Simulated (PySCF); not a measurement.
## Steps of a relaxation of TlCl3(NH3)

TlCl3(NH3) (singlet; a saddle point, relaxed within its symmetry). PySCF 2.14.0, RKS PBE0, Tl def2-SVP with ECP60, Cl def2-SVP, N def2-SVP, H def2-SVP; non-relativistic Hamiltonian with scalar-relativistic core potentials where named; density fitting; no spin-orbit coupling. Origin of the start: template. Columns: position (Å) and force (eV/Å). Energies are counted from the last step; some of the 9 steps are shown. Forces carry noise of the integration grid, about 0.01 to 0.03 eV/Å.

Run from Python with OMP_NUM_THREADS=2. Where DIIS fails, smearing, a level shift and second-order steps follow.
It took 38 s on 2 threads of Arm Neoverse V2 (shared host), from the converged density of the start.

```xyz
8
step 0  E = 0.317 eV
Tl   -0.0778    0.0778   -0.0778     0.80   -0.80    0.80
Cl    1.3129    1.4685    1.3129     0.00    0.42    0.00
Cl   -1.4685   -1.3129    1.3129    -0.42    0.00    0.00
Cl    1.3129   -1.3129   -1.4685     0.00    0.00   -0.42
N    -1.3999    1.3999   -1.3999    -0.57    0.57   -0.57
H    -2.0131    2.0131   -0.8629    -0.02    0.02    0.23
H    -0.8629    2.0131   -2.0131     0.23    0.02   -0.02
H    -2.0131    0.8629   -2.0131    -0.02   -0.23   -0.02
```

```xyz
8
step 3  E = 0.019 eV
Tl    0.0543   -0.0543    0.0543     0.10   -0.10    0.10
Cl    1.2429    1.7084    1.2429    -0.15   -0.13   -0.15
Cl   -1.7084   -1.2429    1.2429     0.13    0.15   -0.15
Cl    1.2429   -1.2429   -1.7084    -0.15    0.15    0.13
N    -1.3577    1.3577   -1.3577     0.12   -0.12    0.12
H    -1.9519    1.9519   -0.7795    -0.01    0.01   -0.04
H    -0.7795    1.9519   -1.9519    -0.04    0.01   -0.01
H    -1.9519    0.7795   -1.9519    -0.01    0.04   -0.01
```

```xyz
8
step 5  E = 0.001 eV
Tl    0.0736   -0.0736    0.0736    -0.04    0.04   -0.04
Cl    1.2128    1.7259    1.2128     0.00    0.01    0.00
Cl   -1.7259   -1.2128    1.2128    -0.01    0.00    0.00
Cl    1.2128   -1.2128   -1.7259     0.00    0.00   -0.01
N    -1.3396    1.3396   -1.3396     0.05   -0.05    0.05
H    -1.9372    1.9372   -0.7686     0.00    0.00    0.00
H    -0.7686    1.9372   -1.9372     0.00    0.00    0.00
H    -1.9372    0.7686   -1.9372     0.00    0.00    0.00
```

**Question.** Where does the relaxation end?

**Answer.** It converges at step 8 in C3v:
```xyz
8
step 8  E = 0
Tl    0.0709   -0.0709    0.0709
Cl    1.2083    1.7326    1.2083
Cl   -1.7326   -1.2083    1.2083
Cl    1.2083   -1.2083   -1.7326
N    -1.3336    1.3336   -1.3336
H    -1.9328    1.9328   -0.7652
H    -0.7652    1.9328   -1.9328
H    -1.9328    0.7652   -1.9328
```

**Question.** How did the contacts change?

**Answer.** 
```
     contact  start (Å)  end (Å)
Tl1–Cl2 (Cl)      2.409    2.417
Tl1–Cl3 (Cl)      2.409    2.417
Tl1–Cl4 (Cl)      2.409    2.417
Tl1–N5 (NH3)      2.290    2.433
```
